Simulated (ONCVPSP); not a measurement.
# Logarithmic derivatives: helium (He), ONCV

- Element: helium (He)
- Generator: ONCVPSP 4.0.1
- Type: optimised norm-conserving Vanderbilt (ONCV)
- Functional: PBEsol
- Relativity: scalar-relativistic
- Frozen core: none
- Valence charge: 2
- Reference configuration: 1s2
- Partial waves: 1s: rc 0.55 bohr, ncon 3, nbas 8, qcut 12.5 1/bohr, 2 projectors, debl 1.5 Ha; p scattering state at 0.46 Ha: rc 0.55 bohr, ncon 4, nbas 8, qcut 12.1 1/bohr, local
- Local potential: the p channel
- Core correction: none

The phase is arctan(r·R′/R) of the radial function R(r), unwrapped; energies in Ha, scanned from -2 to 5 Ha. A pole is an energy at which the radial function vanishes at the test radius. The pseudo phase is shifted by a multiple of π to meet the all-electron one at the reference energy, and phase errors are pseudo minus all-electron; the curves can meet again beyond the range given. Levels narrower than the energy grid can be missing from the lists of poles.

**Question.** For each channel, where are the poles, and over which energies does the pseudopotential scatter like the atom?

**Answer.**

```json
{"channel": "s", "radius (bohr)": "0.56", "reference energy (Ha)": "-0.57", "poles, all-electron": "none", "poles, pseudo": "none", "unbroken range about the reference energy with phases within 0.05 rad": "the whole range", "phase error 1 Ha above the reference energy (rad)": "-0.000"}
{"channel": "p", "radius (bohr)": "0.56", "reference energy (Ha)": "0.46", "poles, all-electron": "none", "poles, pseudo": "none", "unbroken range about the reference energy with phases within 0.05 rad": "the whole range", "phase error 1 Ha above the reference energy (rad)": "+0.000"}
```

Phases in the p channel:

```tsv
E (Ha)	all-electron	pseudo
-1.98	0.729	0.729
-1.80	0.716	0.716
-1.62	0.702	0.702
-1.44	0.687	0.687
-1.26	0.673	0.673
-1.08	0.657	0.657
-0.90	0.642	0.642
-0.72	0.625	0.625
-0.54	0.609	0.609
-0.36	0.592	0.592
-0.18	0.574	0.574
0.00	0.555	0.555
0.18	0.536	0.536
0.36	0.517	0.517
0.54	0.497	0.497
0.72	0.476	0.476
0.90	0.455	0.455
1.08	0.432	0.433
1.26	0.410	0.410
1.44	0.387	0.387
1.62	0.362	0.362
1.80	0.338	0.338
1.98	0.312	0.312
2.16	0.286	0.287
2.34	0.260	0.260
2.52	0.233	0.233
2.70	0.205	0.205
2.88	0.176	0.176
3.06	0.147	0.147
3.24	0.118	0.118
3.42	0.087	0.088
3.60	0.057	0.057
3.78	0.026	0.026
3.96	-0.005	-0.005
4.14	-0.037	-0.036
4.32	-0.069	-0.068
4.50	-0.101	-0.100
4.68	-0.133	-0.132
4.86	-0.165	-0.165
```
